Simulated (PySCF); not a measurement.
A structure optimised at PBE-D3(BJ)/def2-SVP, used in a PySCF frequency run:

```
C
C 1 1.3473
H 1 1.1027 2 120.30
H 2 1.1030 1 121.11 3 1.90
C 2 1.5055 4 117.12 1 -179.81
H 5 1.1121 2 110.21 4 -50.78
O 5 1.4147 6 106.29 2 123.79
C 7 1.4193 5 112.52 6 -165.28
H 8 1.1084 7 106.38 5 -173.34
H 8 1.1195 9 107.69 7 -118.53
H 5 1.1242 6 105.98 7 118.08
C 1 1.5067 3 118.75 2 179.35
H 12 1.1121 1 110.61 3 -41.28
H 12 1.1138 13 105.98 1 -119.59
```

### Question
Write its SMILES and formula.

### Answer
C1=CCOCC1, C5H8O

### Question
What are its rotational constants (standard atomic weights)?

### Answer
5.0482, 4.8066, 2.6844 GHz
